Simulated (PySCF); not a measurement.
**C₆ coefficients of unlike pairs at r2SCANh**

Calculated with PySCF 2.14 from the dipole response of each species, C₆(A,B) = (3/π) ∫ α_A(iu) α_B(iu) du, in atomic units, from isotropic polarisabilities. For ions this is the dispersion term alone; charge-induced terms of lower order in 1/R come first.

| species | configuration | basis | relativity | α (bohr³) | C₆ (like pair) |
| --- | --- | --- | --- | --- | --- |
| Ar(2+) | [Ne] 3s2 3p4 (3P) | dyall-av2z (13s9p2d) | none | 4.736 | 17.36 |
| Au | [Xe] 4f14 5d10 6s1 (2S) | x2c-TZVPPall with one added diffuse shell each of s, p, d, f type (12s8p8d4f1g) | spin-free X2C | 38.26 | 359.5 |
| Cl(3+) | [Ne] 3s2 3p2 (3P) | aug-cc-pV(Q+d)Z with one added diffuse shell each of s, p, d, f, g type (8s7p6d4f3g) | none | 4.414 | 12.29 |
| Cr | [Ar] 3d5 4s1 (7S) | aug-cc-pwCVTZ-DK with one added diffuse shell each of s, p, d, f, g type (11s10p8d5f4g) | spin-free X2C | 73.34 | 638.7 |

Estimate C₆ for Cr with Ar(2+).

The integral gives 79.08. The combination rule 2 C_A C_B / (C_A α_B/α_A + C_B α_A/α_B) gives 71.51 and the geometric mean 105.3.

No spin-orbit coupling is included.

The other pairs:

| pair | C₆ |
| --- | --- |
| Cl(3+), Au | 63.02 |
| Cl(3+), Ar(2+) | 14.54 |
| Au, Ar(2+) | 72.87 |
| Cr, Cl(3+) | 70.25 |
| Cr, Au | 451.4 |
